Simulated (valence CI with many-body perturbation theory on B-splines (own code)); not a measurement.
Re⁴³⁺: key properties

Method: configuration interaction combined with many-body perturbation theory (CI+MBPT): four valence electrons over a frozen Dirac-Fock core [Ar] 3d10, radial functions for each j: 11 s, 11 p, 9 d, 7 f, 5 g, 2 h, 1 i, with the one-electron correlation potential Σ1 (screened to all orders), the two-electron term Σ2, the three-electron term Σ3, Breit, model QED; selected single and double excitations, second order for the rest (own B-spline code, finite nucleus).

No measured spectrum was set against this ion. As an estimate, large intervals hold to a few tenths of a per cent, small ones and those within an open d or f shell to about a per cent.

Levels are named by their leading jj configuration (3d3/2^4 stands for four electrons in 3d with j = 3/2), which in mixed levels can hold well under half, so a name can repeat and another be missing.

Rates and lifetimes use the calculated energies. Strong lines usually hold to 10 to 20 %, long lifetimes can be off by a factor of two.

Q: What is the ground level?

A: (4s^2 4p1/2^2) J=0, composition 70 % 4s2 4p2 3P + 30 % 4s2 4p2 1S.

Q: What are the static dipole polarisabilities of the lowest levels?

A: (4s^2 4p1/2^2) J=0 0.0281 bohr³, of which the core gives 0.00195.

Q: Name the longest-lived excited levels whose lifetime is computed, and their main decay.

A: (4s^2 4p1/2 4p3/2) J=2 at 7.574 Ry lives 5.04 μs, mostly by E2 to (4s^2 4p1/2^2) J=0; (4s^2 4p3/2 4d5/2) J=4 at 28.081 Ry lives 191 ns, mostly by M1 to (4s^2 4p1/2 4d5/2) J=3; (4s^2 4p1/2 4p3/2) J=1 at 7.253 Ry lives 160 ns, mostly by M1 to (4s^2 4p1/2^2) J=0.

Q: Among levels below 38.055 Ry, which E1 lines absorb most strongly from the ground level?

A: to (4s^2 4p1/2 4d3/2) J=1 at 4.526 nm, f = 1.65; to (4s 4p1/2^2 4p3/2) J=1 at 5.840 nm, f = 0.548; to (4s 4p1/2 4p3/2^2) J=1 at 3.934 nm, f = 0.0102.

Q: How well does LS coupling describe the low levels?

A: Among the lowest 20 levels the leading LS term, summed over configurations, holds 58 % on average. For single configurations the figures are 57 % in LS and 91 % in jj coupling. Terms mix most in the J = 2 level at 26.361 Ry, where the leading one holds 29 %.

Q: What is the ionisation energy?

A: 2241.4 eV; NIST lists 2240 ± 4 eV (theoretical).

Q: Where does the other parity begin?

A: At (4s 4p1/2^2 4p3/2) J=2, 14.505 Ry.
